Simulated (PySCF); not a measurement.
GaFClBr, SMILES [F][Ga]([Cl])[Br]. Geometry optimised at PBE0-D3(BJ)/def2-SVP. The structure was generated by enumeration; whether it is a known compound was not checked.

All values below come from PBE0-D3(BJ)/def2-SVP (PySCF).

Harmonic wavenumbers (cm⁻¹): 105, 151, 167, 311, 458, 731. Rotational constants (GHz): 3.869, 1.230, 0.9332; symmetry number 1.

Problem. Work out the zero-point energy and the ideal-gas rigid-rotor harmonic-oscillator thermochemistry at 298.15 K and 1 atm.

Solution. ZPE = ½ Σ hcν = ½ × 1923 cm⁻¹ = 2.75 kcal/mol. H − E(el) = 6.84 kcal/mol. Entropy in cal/(mol K): translation 41.84, rotation 28.67, vibration 10.88, total 81.40. G − E(el) = -17.43 kcal/mol. Cp = 17.45 cal/(mol K). Modes under 150 cm⁻¹ make the vibrational entropy uncertain.
